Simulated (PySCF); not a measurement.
Predicted microwave data (PBE0/pcSseg-1 in PySCF (dipole) on a GFN2-xTB geometry, gas phase) for one isomer of C6H11NOSi:

```
Rotational constants : A = 1615, B = 1153, C = 724.2 MHz
Dipole components    : |μa| = 4.06 D, |μb| = 2.29 D, |μc| = 0.54 D
Inertial defect      : -53.59 u·Å²
κ                    : -0.04
```

Task: Which candidate fits, each taken in the one conformer that was computed?
A. `[CH3:1][CH2:2][Si@H:3]1[C:4](=[O:5])[CH:6]=[C:7]1[CH2:8][NH2:9]` with C1–C2–Si3–C4 -162°, C6–C7–C8–N9 142°, C7–C8–N9–H -67° and 174°
B. `[CH:1]#[C:2][CH2:3][N:4]([CH3:5])[Si@@H:6]([OH:7])[CH:8]=[CH2:9]` with C2–C3–N4–C5 -66°, C3–N4–Si6–O7 43°, N4–Si6–O7–H 68°, N4–Si6–C8–C9 -135°
C. `[CH3:1][O:2][CH2:3][SiH2:4][n:5]1[cH:6][cH:7][cH:8][cH:9]1` with C1–O2–C3–Si4 -70°, O2–C3–Si4–N5 -165°, C3–Si4–N5–C6 -10°
D. `[CH2:1]=[CH:2][CH2:3][C:4](=[O:5])[C:6](=[CH2:7])[SiH2:8][NH2:9]` with C1–C2–C3–C4 -129°, C2–C3–C4–O5 -103°, C3–C4–C6–C7 -9°, C4–C6–Si8–N9 -172°, C6–Si8–N9–H 170° and -55°

Result: A. It is CC[Si@H]1C(=O)C=C1CN, an asymmetric top, point group C1. The candidates at the same level (rigid rotor, commonest isotopes):

```
               SMILES  A (MHz)  B (MHz)  C (MHz)  μa (D)  μb (D)  μc (D)  Δ (u·Å²)  point group                        rotor
C#CCN(C)[Si@@H](O)C=C     2735    794.5    697.6    0.64    1.35    1.24    -96.45           C1  near-prolate asymmetric top
 CC[Si@H]1C(=O)C=C1CN     1615     1153    724.2    4.06    2.29    0.54    -53.59           C1               asymmetric top
C=CCC(=O)C(=C)[SiH2]N     2790    748.9    623.4    0.46    3.12    0.12    -45.30           C1               asymmetric top
     COC[SiH2]n1cccc1     4736    630.6    575.2    1.34    0.41    1.05    -29.55           C1  near-prolate asymmetric top
```

`COC[SiH2]n1cccc1` has A 193 % too high; `C#CCN(C)[Si@@H](O)C=C` has A 69 % too high; `C=CCC(=O)C(=C)[SiH2]N` has A 73 % too high. No structure here is proved a minimum.
